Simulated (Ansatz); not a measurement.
Basis-set extrapolation for CH$_{2}$BNO (PBE0-D4/def2-TZVP geometry, frozen core, Ansatz). Multiplicity 1, RHF reference.

|  | def2-TZVPP | def2-QZVPP |
| --- | --- | --- |
| HF | -193.092650 | -193.101591 |
| MP2 correlation | -0.669447 | -0.717925 |
| CCSD(T) correlation | -0.712620 | not run |

Energies in hartree. Use E(X) = E(∞) + A·exp(−7.88·√X) for Hartree–Fock and E(X) = E(∞) + B·X^(−2.97) for correlation, with X = 3 and 4, and add CCSD(T) minus MP2 of the smaller set to the MP2 limit.

Problem. What is the CCSD(T) energy at the basis-set limit?

Solution. HF limit: -193.101591 + (-0.008941) × 0.13774 = -193.10282. MP2 limit: -0.717925 + (-0.048478) × 0.74074 = -0.75383. Higher-order term: -0.712620 − (-0.669447) = -0.04317. Total: -193.89982 hartree, 59.3 kcal/mol below CCSD(T)/def2-TZVPP.
